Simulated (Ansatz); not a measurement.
System: C$_{2}$H$_{3}$ClF$_{2}$, charge 0, singlet. C2H3ClF2 (1-chloro-1,1-difluoroethane, SMILES CC(F)(F)Cl).
B3LYP-D3(BJ)/def2-TZVP minimum from Ansatz (a first-principles code):
```
C
F 1 1.3523
F 1 1.3523 2 106.75
C 1 1.5033 2 111.02 3 -121.13
H 4 1.0875 1 109.73 2 -60.46
H 4 1.0875 5 109.61 1 120.56
H 4 1.0903 5 109.72 6 120.54
Cl 1 1.7983 2 107.81 3 115.61
```

Total energies in cc-pV(D+d)Z, 32 correlated electrons, 9 frozen orbitals. UHF or UKS for unpaired electrons; spin-orbit terms are left out. Correlated methods leave the cores frozen. No relativity.

```csv
method,program,energy (Eh),minus CCSDT(Q) (mEh)
HF,Ansatz,-735.88199,848.05
MP2,Ansatz,-736.67115,58.88
CCSD,Ansatz,-736.70751,22.53
CCSD(T),Ansatz,-736.72749,2.54
CCSDT(Q),Ansatz,-736.73004,0.00
```

Rough core times of Ansatz's runs on a shared machine: CCSD(T) under 20 s, CCSDT(Q) 30 min.
